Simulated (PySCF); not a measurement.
## Dipole response of I²⁺ (iodine, charge +2)

[Kr] 4d10 5s2 5p3, high-spin 4S determinant. Computed with PySCF 2.14 in x2c-TZVPPall with one added diffuse shell each of s, p, d, f type (9s7p5d3f, 76 functions), with scalar relativity by spin-free X2C-1e. Coupled (time-dependent) response in atomic units; α is the mean over directions.

| method | mean α (bohr³) | C₆ (like pair) | S(−4) |
| --- | --- | --- | --- |
| UHF | 14.12 | 99.72 | 39.28 |
| PBE | 13.82 | 96.84 | 36.76 |
| PBE0 | 13.79 | 96.62 | 36.48 |
| HSE06 | 13.86 | 97.33 | 36.87 |

S(−4) is the Cauchy moment in α(ω) = α(0) + S(−4) ω² + …

α(iu) at UHF:

```csv
u (hartree),α(iu) (bohr³)
0,14.12
0.0500,14.02
0.100,13.74
0.200,12.74
0.300,11.39
0.500,8.640
0.750,6.049
1.00,4.405
1.50,2.679
2.00,1.860
3.00,1.105
5.00,0.5493
```

A single London oscillator, α(iu) = α/(1 + u²/ω²), gives C₆ = (3/4) ω α². Matching the computed C₆ needs ω = 4 × 99.72 / (3 × 14.12²) = 0.667 hartree.

For an ion, C₆ is the dispersion term alone; charge-induced terms of lower order in 1/R come first.
